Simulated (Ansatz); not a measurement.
Isolated molecules relaxed with PBE0-D4/def2-TZVP in Ansatz; ΔE leaves out vibrations. CCSD(T)/CBS is the MP2 limit (def2-TZVPP, def2-QZVPP) plus CCSD(T) − MP2 in def2-TZVPP, frozen cores. This one scheme is used for every species. Functionals use def2-TZVPP. Each species was taken in one conformer, which may not be the lowest.

Reaction (formal exchange of groups at the Si–N bond): `CO[SiH2]N[SiH2]O` + dichlorosilane → `O[SiH2][SiH](Cl)Cl` + `CO[SiH2]N`

Task: Is it downhill or uphill in electronic energy at CCSD(T)/CBS, and by how much? (Best estimate.)

Result: The calculation gave: Uphill: ΔE = +81.5 kJ/mol.

Task: What do these levels give: r2SCAN-D4, PBE0-D4, ωB97X-V, ωB97M-V, PBE, r2SCAN, PBE0, HF/def2-TZVPP, MP2/def2-TZVPP, CCSD/def2-TZVPP, CCSD(T)/def2-TZVPP, SCS-MP2/def2-QZVPP? (An estimate is asked.)

Result: The calculation gave: r2SCAN-D4 75.7, PBE0-D4 66.7, ωB97X-V 78.1, ωB97M-V 84.3, PBE 55.8, r2SCAN 74.8, PBE0 64.4, HF/def2-TZVPP 90.2, MP2/def2-TZVPP 90.3, CCSD/def2-TZVPP 85.5, CCSD(T)/def2-TZVPP 84.8, SCS-MP2/def2-QZVPP 88.8 kJ/mol.

Largest T1 diagnostic among the species: 0.011.

From PBE to PBE0 (25 % exact exchange), in def2-TZVPP and without D4, ΔE moves by +8.6 kJ/mol. The D4 term adds +4.2 kJ/mol with B3LYP and +2.3 kJ/mol with PBE0; it sums over pairs of atoms, weighted by their polarisabilities, and B3LYP, whose exchange is more repulsive, gets the larger term.

B3LYP here is the variant with VWN-RPA as its local correlation; programs differ in this.
